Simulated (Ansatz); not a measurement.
**One molecule, several partners**

H₂O beside different partners, each pair relaxed from a docking trial to one local arrangement, named by its closest contact against the van der Waals radii; a more strongly bound one may exist. Pairs that react, share a proton or have a doubtful reference are left out. Counterpoise interaction energies from the frozen fragments; negative means bound. Gas-phase electronic energies, without zero-point energy, by CCSD(T) at an estimated basis limit (MP2 extrapolated from triple and quadruple zeta, plus CCSD(T) − MP2 in triple zeta); Ansatz 0.2.0, def2-TZVPPD and QZVPPD, frozen cores, on PBE0-D4/def2-TZVP structures. Extrapolation: Hartree–Fock as exp(−7.88 √X), correlation as X^−2.97.

```csv
partner,"closest contact, atom of H₂O first (Å)",interaction energy (kcal/mol)
H₂O₂ (SMILES OO),O···H 1.90,?
AsH₃,H···As 2.69,-2.02
H₂S,O···H 2.12,-2.54
CO,H···C 2.31,-1.76
C₂H₄ (SMILES C=C),H···C 2.45,-2.44
SiH₃Cl (SMILES [SiH3]Cl),O···Si 3.17,-2.93
```

(1) What is the interaction energy with H₂O₂ (SMILES OO)? (Judge from chemistry; the value comes from the calculation.)

(2) Which of these pairs would not bind at these structures without electron correlation? (A judgement: the text doesn't fix the answer.)

T1 diagnostic: at most 0.019. The filled d shells of As are correlated in sets not built for that, so values that involve them are less sure.

For scale, one of the runs: CCSD(T)/def2-TZVPPD, 224 basis functions (an equivalent command: `ansatz run in.yaml --threads 4`). The run took 49 s on 4 CPU threads (shared host), with 3.4 GiB of host memory at its peak.

Answers

(1) Computed: -7.22 kcal/mol. It counts from the two fragments frozen as in the pair.

(2) By the calculation: None: Hartree–Fock already binds all of them.
